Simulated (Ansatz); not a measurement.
F$_{4}$SW, SMILES `[F][W]([F])([F])([F])=[S]`. Total charge 0; spin multiplicity 1. Correlated methods include outer-core shells of W, which these sets cover unevenly. W: def2 effective core potential.

```xyz
6

F    -1.780    0.441   -0.263
W    -0.005   -0.009   -0.016
F    -0.636   -1.662    0.516
F     0.350    1.186   -1.380
F     1.493   -0.917   -0.601
S     0.578    0.961    1.743
```

**Question.** Give the diagnostics of a CCSD(T)/def2-TZVPP run (frozen core, Ansatz 0.2.0). (Estimate.)

**Answer.** The calculation gave: T1 = 0.0210, largest single amplitude 0.076, largest double 0.072, (T) share of the correlation energy 4.6 %, 12 CCSD cycles. The RHF solution is stable towards an unrestricted one. T1 lies over the customary mark of 0.02 for closed shells; compounds of d metals often pass it without a breakdown.
